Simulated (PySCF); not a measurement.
Simulated absorption spectrum

C2H6Cl4Si2.
SMILES with atom numbers: `[CH3:1][Si:2]([CH3:3])([Cl:4])[Si:5]([Cl:6])([Cl:7])[Cl:8]` (hydrogens: H9, H10, H11 on C1; H12, H13, H14 on C3)

Theory: TDDFT CAM-B3LYP/def2-SVPD, vertical, gas phase, core orbitals frozen in the response in PySCF 2.14.0, density-fitted response routines. Isolated species at its PBE0-D3(BJ)/def2-SVP geometry, gas phase. Torsions of this conformer, `[CH3:1][Si:2]([CH3:3])([Cl:4])[Si:5]([Cl:6])([Cl:7])[Cl:8]`: C1–Si2–Si5–Cl6 177°.

Each state is given a Gaussian of 0.3 eV full width at half maximum, with ε(max) = 2.175×10⁸ f / Δν̃ (Δν̃ the width in cm⁻¹). The width is an assumption, not a result. The curve ends short of the highest state used, and states not computed would add to its high-energy end.

E (eV), ε (L mol⁻¹ cm⁻¹) and a bar:
```
     6.15          8 
     6.19         24 
     6.22         50 
     6.26        123 
     6.30        273 
     6.33        466 #
     6.37        870 #
     6.40       1303 ##
     6.44       2051 ###
     6.48       2938 ####
     6.51       3622 #####
     6.55       4441 #######
     6.58       4927 #######
     6.62       5393 ########
     6.66       5771 #########
     6.69       6152 #########
     6.73       7040 ##########
     6.76       8134 ############
     6.80      10248 ###############
     6.83      12255 ##################
     6.87      15190 #######################
     6.91      17885 ###########################
     6.94      19353 #############################
     6.98      20128 ##############################
     7.01      19664 #############################
     7.05      17706 ##########################
     7.09      14612 ######################
     7.12      11934 ##################
     7.16       8423 #############
     7.19       6121 #########
```

Q: Where are the band maxima, and which computed states make them?

A: 178 nm (6.98 eV), ε about 20000, made up of S2 (21%) and S3 (79%) (ε in L mol⁻¹ cm⁻¹; maxima over ε = 5, shares over 10%). The states used: S1 6.60 eV (f 0.051); S2 6.88 eV (f 0.062); S3 7.01 eV (f 0.181); S4 7.46 eV (f 0.0056); S5 7.64 eV (f 0.0000); S6 7.79 eV (f 0.041).

Q: Coming from long wavelengths, where does ε first pass 100 L mol⁻¹ cm⁻¹?

A: At about 198 nm (6.25 eV), 0.35 eV below S1.

Q: What would ε be at 6.98 eV, the highest of these maxima, with half the width (0.15 eV)?

A: About 33300 L mol⁻¹ cm⁻¹ against 20100, a factor of about 1.7; a lone state at its own centre would give exactly 2.

Q: Does any computed singlet lie in the visible range?

A: No computed singlet lies in the visible range (380 to 750 nm); the lowest, at 188 nm, stands 3.34 eV above its violet end (3.26 eV).

The run took 75 s on an Arm Neoverse V1 with one thread, shared host with 32 logical CPUs at a one-minute load of 26, and the process peaked at 1.2 GiB of memory.
